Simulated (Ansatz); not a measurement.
Frontier orbitals of C2H3ClOSi, SMILES `ClC1=CO[SiH2]1`.

Charge 0, multiplicity 1. All single points use the PBE0-D4/def2-TZVP geometry. Basis def2-TZVPP, Ansatz 0.2.0.

```
             functional  HOMO (eV)  LUMO (eV)  gap (eV)
                    PBE      -5.60      -1.51      4.09
                 revPBE      -5.53      -1.40      4.13
                 B97M-V      -5.91      -1.29      4.62
                   PBE0      -6.81      -0.62      6.19
HSE06 (plane-wave form)      -6.41      -1.00      5.41
                  BHLYP      -7.87       0.25      8.12
              CAM-B3LYP      -8.11       0.37      8.48
                LC-ωPBE      -9.45       1.57     11.02
                ωB97M-V      -8.99       1.09     10.08
```

A quarter of exact exchange (PBE0) shifts PBE's HOMO by −1.21 eV and its LUMO by +0.88 eV; full exchange at long range (ωB97M-V) shifts them by −3.39 and +2.60 eV. The gap opens from 4.09 to 10.08 eV, since occupied levels lose self-interaction and empty ones feel all the electrons. A positive LUMO is unbound and depends on the basis.

LC-ωPBE has ω = 0.4 bohr⁻¹.
